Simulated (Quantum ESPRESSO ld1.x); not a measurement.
Values are calculated unless marked as measured or tabulated.
All-electron atom: the molybdenum ion Mo3+ in [Kr] 4d3. Level of theory: scalar-relativistic Kohn-Sham, LDA (Slater exchange, Perdew-Zunger correlation), spin-polarised, spherical densities, point nucleus; open shells are filled with parallel spins first (ld1.x of Quantum ESPRESSO 7.5).

Radial electron density D(r) = 4 pi r^2 rho(r):

| r (bohr) | D(r) (e/bohr) | spin D(r) |
|---|---|---|
| 0.002455 | 4.052 | -0.0000916 |
| 0.003248 | 6.459 | -0.000146 |
| 0.004332 | 10.20 | -0.000230 |
| 0.005778 | 15.63 | -0.000351 |
| 0.007707 | 23.01 | -0.000515 |
| 0.01028 | 32.12 | -0.000718 |
| 0.01371 | 41.81 | -0.000945 |
| 0.01814 | 49.58 | -0.00116 |
| 0.02419 | 53.07 | -0.00139 |
| 0.03227 | 50.76 | -0.00165 |
| 0.04304 | 45.95 | -0.00161 |
| 0.0574 | 46.21 | 0.00112 |
| 0.07656 | 55.60 | 0.0157 |
| 0.1021 | 65.18 | 0.0638 |
| 0.1351 | 60.70 | 0.171 |
| 0.1802 | 45.58 | 0.342 |
| 0.2403 | 41.82 | 0.478 |
| 0.3206 | 49.55 | 0.405 |
| 0.4276 | 42.90 | 0.115 |
| 0.5703 | 22.45 | 0.0188 |
| 0.7545 | 11.98 | 0.592 |
| 1.006 | 11.42 | 1.66 |
| 1.342 | 8.608 | 2.16 |
| 1.79 | 3.754 | 1.60 |
| 2.388 | 1.007 | 0.678 |
| 3.185 | 0.1681 | 0.149 |
| 4.214 | 0.01534 | 0.0149 |
| 5.62 | 0.0004658 | 0.000464 |

D(r) has 4 maxima, at r = 0.0248, 0.109, 0.342, 0.967 bohr, and minima at 0.0497, 0.220, 0.858 bohr, inside which lie 2.03, 11.11, 29.45 electrons.
